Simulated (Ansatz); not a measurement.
Molecule: LaF (charge 0, singlet). 
Coordinates optimised at B3LYP-D3(BJ)/def2-TZVP (Ansatz, a first-principles code):
```
La
F 1 2.0897
```
Charge 0, spin multiplicity 1.

Basis-set convergence of Hartree-Fock and CCSD correlation energies (hartree) with Ansatz. Correlated levels leave the core frozen unless marked. Spin-orbit coupling is left out. The frozen core is the preceding noble-gas configuration, with the filled d and f shells of earlier blocks. Past Kr the def2 sets carry scalar-relativistic core potentials.

The Hartree-Fock reference is unstable (checked in the largest basis), which strains HF and MP2. 

```tsv
basis	functions	E(HF)	E(corr, CCSD)
def2-SVP	46	-130.53158	-0.23831
def2-TZVPP	87	-130.66186	-0.30805
def2-QZVPP	138	-130.66910	-0.33331
```

Extrapolating the two largest sets (X = 3 and 4) as X^-3: E(corr) = (64·(-0.33331) - 27·(-0.30805))/37 = -0.3517 Eh, an estimate of the basis-set limit. The largest set recovers 94.8 % of it, the smallest 67.8 %.
